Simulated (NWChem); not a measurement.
The numbers come from NWChem runs, not from measurements. System: H4BFS, charge 0, spin multiplicity 1, at a geometry optimised with PBE/def2-SVP. The structure started from a generated list of species. Level: CCSD(T)/6-31G* (spherical d), 7 core orbitals frozen.

The NWChem input:

```
start mol
memory heap 100 mb stack 700 mb global 1900 mb
geometry units angstroms nocenter noautoz
  B      0.863730    -0.766489     0.000000
  H      0.734872    -1.369999     1.060431
  H      0.734872    -1.369999    -1.060431
  F      1.702760     0.312662     0.000000
  S     -1.189639     0.104714     0.000000
  H     -1.039510     1.041530     0.980830
  H     -1.039510     1.041530    -0.980830
  symmetry group Cs
end
basis spherical
  * library 6-31g*
end
scf
  rhf
  nopen 0
  maxiter 100
  thresh 1e-7
  semidirect memsize 60000000 filesize 0
end
tce
  freeze core 7
  ccsd(t)
  2eorb
  2emet 13
  thresh 1e-6
  maxiter 100
  tilesize 24
end
task tce energy
```

Output (cleaned and shortened):

```
             Northwest Computational Chemistry Package (NWChem) 7.3.0
             --------------------------------------------------------

                                NWChem Input Module
                                -------------------

 Scaling coordinates for geometry "geometry" by  1.889725989
 (inverse scale =  0.529177249)

 Turning off AUTOSYM since
 SYMMETRY directive was detected!

                             Geometry "geometry" -> ""
                             -------------------------

 Output coordinates in angstroms (scale by  1.889725989 to convert to a.u.)

  No.       Tag          Charge          X              Y              Z
 ---- ---------------- ---------- -------------- -------------- --------------
    1 B                    5.0000     0.86373000    -0.76648900     0.00000000
    2 H                    1.0000     0.73487200    -1.36999900     1.06043100
    3 H                    1.0000     0.73487200    -1.36999900    -1.06043100
    4 F                    9.0000     1.70276000     0.31266200     0.00000000
    5 S                   16.0000    -1.18963900     0.10471400     0.00000000
    6 H                    1.0000    -1.03951000     1.04153000     0.98083000
    7 H                    1.0000    -1.03951000     1.04153000    -0.98083000

 Effective nuclear repulsion energy (a.u.)      96.3305770921

            Nuclear Dipole moment (a.u.)
            ----------------------------
        X                 Y               Z
 ---------------- ---------------- ----------------
    -0.0000188973    -0.0000018897     0.0000000000

      Symmetry information
      --------------------

 Group name             Cs
 Group number              2
 Group order               2
 No. of unique centers     5

      Symmetry unique atoms

     1    2    4    5    6


 Summary of "ao basis" -> "" (spherical)
 ------------------------------------------------------------------------------
       Tag                 Description            Shells   Functions and Types
 ---------------- ------------------------------  ------  ---------------------
 *                           6-31g*                   on all atoms

 Summary of "ao basis" -> "ao basis" (spherical)
 ------------------------------------------------------------------------------
       Tag                 Description            Shells   Functions and Types
 ---------------- ------------------------------  ------  ---------------------
 B                           6-31g*                  6       14   3s2p1d
 H                           6-31g*                  2        2   2s
 F                           6-31g*                  6       14   3s2p1d
 S                           6-31g*                  8       18   4s3p1d

                                 NWChem SCF Module
                                 -----------------

  ao basis        = "ao basis"
  functions       =    54
  atoms           =     7
  closed shells   =    17
  open shells     =     0
  charge          =   0.00
  wavefunction    = RHF
  use symmetry    = T
  symmetry adapt  = T

 Summary of "ao basis" -> "ao basis" (spherical)
 ------------------------------------------------------------------------------
       Tag                 Description            Shells   Functions and Types
 ---------------- ------------------------------  ------  ---------------------
 B                           6-31g*                  6       14   3s2p1d
 H                           6-31g*                  2        2   2s
[...]
 x =   0.09188029 y =   0.00536499 z =   0.00000000

 moments of inertia (a.u.)
 ------------------
          67.317274131232          19.203803228168           0.000000000000
          19.203803228168         413.749011363391           0.000000000000
           0.000000000000           0.000000000000         451.028369724540

  Mulliken analysis of the total density
  --------------------------------------

    Atom       Charge   Shell Charges
 -----------   ------   -------------------------------------------------------
    1 B    5     4.51   2.00  0.52  1.25  0.34  0.30  0.10
    2 H    1     1.11   0.52  0.59
    3 H    1     1.11   0.52  0.59
    4 F    9     9.44   2.00  0.92  3.31  1.03  2.18  0.01
    5 S   16    16.15   2.00  2.00  5.98  1.32  3.04  0.57  1.18  0.08
    6 H    1     0.83   0.48  0.35
    7 H    1     0.83   0.48  0.35

       Multipole analysis of the density wrt the origin
       ------------------------------------------------

     L   x y z        total         open         nuclear
     -   - - -        -----         ----         -------
     0   0 0 0     -0.000000      0.000000     34.000000

     1   1 0 0     -1.104306      0.000000     -0.000019
     1   0 1 0      0.661038      0.000000     -0.000002
     1   0 0 1      0.000000      0.000000      0.000000

     2   2 0 0    -22.738638      0.000000    198.943147
     2   1 1 0     -1.605292      0.000000    -16.751012
     2   1 0 1      0.000000      0.000000      0.000000
     2   0 2 0    -19.589336      0.000000     35.411206
     2   0 1 1     -0.000000      0.000000      0.000000
     2   0 0 2    -18.701685      0.000000     14.902347

                   NWChem Extensible Many-Electron Theory Module
                   ---------------------------------------------


            General Information
            -------------------
      Number of processors :     1
         Wavefunction type : Restricted Hartree-Fock
          No. of electrons :    34
           Alpha electrons :    17
            Beta electrons :    17
           No. of orbitals :   108
            Alpha orbitals :    54
             Beta orbitals :    54
        Alpha frozen cores :     7
         Beta frozen cores :     7
     Alpha frozen virtuals :     0
      Beta frozen virtuals :     0
         Spin multiplicity : singlet
    Number of AO functions :    54
       Number of AO shells :    28
        Use of symmetry is : on
      Symmetry adaption is : on
         Schwarz screening : 0.10D-09

          Correlation Information
          -----------------------
          Calculation type : Coupled-cluster singles & doubles w/ perturbation
   Perturbative correction : (T)
            Max iterations :      100
        Residual threshold : 0.10D-05
     T(0) DIIS level shift : 0.00D+00
     L(0) DIIS level shift : 0.00D+00
     T(1) DIIS level shift : 0.00D+00
     L(1) DIIS level shift : 0.00D+00
     T(R) DIIS level shift : 0.00D+00
     T(I) DIIS level shift : 0.00D+00
   CC-T/L Amplitude update :  5-th order DIIS
                I/O scheme : Global Array Library
        L-threshold :  0.10D-05
        EOM-threshold :  0.10D-05
 no EOMCCSD initial starts read in
 TCE RESTART OPTIONS
 SLICE:      F
 D4D5:       F
 quantumc:   F
 qrotation:  F
 pwtce:      F
 qducc:      F
 nacto:                         0
 nrotv:                         0
 nrot:                          0

            Memory Information
            ------------------
          Available GA space size is     249033884 doubles
          Available MA space size is     104854364 doubles

 Maximum block size supplied by input
 Maximum block size        24 doubles

 tile_dim =     24

 -------------------------------------------------
   1    alpha     a'     7 doubles       0       1
   2    alpha     a"     3 doubles       7       2
   3    beta      a'     7 doubles      10       1
   4    beta      a"     3 doubles      17       2
   5    alpha     a'    24 doubles      20       5
   6    alpha     a"    13 doubles      44       6
   7    beta      a'    24 doubles      57       5
   8    beta      a"    13 doubles      81       6

 Global array virtual files algorithm will be used

 Parallel file system coherency ......... OK

 4-electron integrals stored in orbital form

 v2    file size   =           884965
 4-index algorithm nr.  13 is used
 imaxsize =       30
 imaxsize ichop =        0


CCSD iterations
 ---------------------------------------------------------
 Iter          Residuum       Correlation     Cpu    Wall
 ---------------------------------------------------------
    1   0.1533489623436  -0.3774806071860     0.1     0.1
    2   0.0444582998397  -0.4017895627825     0.1     0.1
    3   0.0159477621806  -0.4095694136705     0.1     0.1
    4   0.0064560926173  -0.4116022939175     0.1     0.1
    5   0.0026604998795  -0.4124279047796     0.1     0.1
    6   0.0005493660173  -0.4128525518772     0.1     0.1
    7   0.0002953616924  -0.4128964965797     0.1     0.1
    8   0.0001320129906  -0.4129062055293     0.1     0.1
    9   0.0000819827505  -0.4129067178064     0.1     0.1
   10   0.0000405510332  -0.4129092774236     0.1     0.1
   11   0.0000099010742  -0.4129099224234     0.1     0.1
   12   0.0000042652300  -0.4129110738456     0.1     0.1
   13   0.0000023371160  -0.4129111402540     0.1     0.1
   14   0.0000012320532  -0.4129111978304     0.1     0.1
   15   0.0000007054515  -0.4129111982857     0.1     0.1
 -----------------------------------------------------------------
 Iterations converged
 CCSD correlation energy / hartree =        -0.412911198285735
 CCSD total energy / hartree       =      -524.386461129294162

 Singles contributions

 Doubles contributions
 CCSD(T)
 Using plain CCSD(T) code
             total no. of tasks           26
 total no. of tasks / no. procs           26
                         wl_min        59319           6.2
                         wl_max      4741632          13.0
        thresh for no. of tasks           26

 CCSD[T]  correction energy / hartree =        -0.010084926457572
 CCSD[T] correlation energy / hartree =        -0.422996124743307
 CCSD[T] total energy / hartree       =      -524.396546055751742
 CCSD(T)  correction energy / hartree =        -0.009037107375211
 CCSD(T) correlation energy / hartree =        -0.421948305660946
 CCSD(T) total energy / hartree       =      -524.395498236669368

 Task  times  cpu:        6.4s     wall:        6.4s

 Total times  cpu:        6.5s     wall:        6.5s
```
